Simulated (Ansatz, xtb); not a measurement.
System: C$_{4}$H$_{5}$S, net charge -1, singlet state. It need not be the lowest isomer of its formula. Whether it binds its extra electron was not tested at this geometry. 
Geometry from a B3LYP-D3(BJ)/def2-TZVP (Ansatz, a quantum-chemistry and plane-wave program) optimisation:
```
C
C 1 1.3844
H 1 1.0858 2 123.25
H 2 1.0894 1 121.30 3 17.60
C 2 1.3959 4 119.87 1 -179.96
H 5 1.0846 2 122.86 4 32.73
C 1 1.5105 3 119.75 2 -151.35
H 7 1.0956 1 115.28 3 -62.89
H 7 1.1103 8 106.92 1 -127.09
S 5 1.8207 6 115.11 2 -133.11
```
Charge -1, spin multiplicity 1.

Harmonic wavenumbers from GFN2-xTB (xtb, at its own minimum), cm⁻¹: 142, 344, 430, 503, 550, 639, 722, 820, 835, 910, 1006, 1073, 1088, 1114, 1214, 1230, 1371, 1490, 1598, 2675, 2770, 2939, 2959, 2993.

Give the harmonic wavenumbers at B3LYP-D3(BJ)/def2-TZVP (Ansatz, finite differences of forces, unscaled).

163, 341, 485, 509, 556, 623, 701, 834, 868, 927, 956, 1058, 1095, 1118, 1218, 1250, 1386, 1470, 1520, 2762, 2972, 3087, 3124, 3136 cm⁻¹. Zero-point energy 46.0 kcal/mol.

From these and the geometry, give the ideal-gas thermochemistry at 298.15 K and 1 atm (rigid rotor, harmonic oscillator).

Point group C1, rotational symmetry number 1. Rotational constants 7.015, 4.933, 3.006 GHz. S(trans) 39.24, S(rot) 25.54, S(vib) 7.19, S(elec, spin only) 0.00, S 72.0 cal/(mol K). H(298) - H(0) 3.78 kcal/mol; G - E(el) 28.3 kcal/mol.
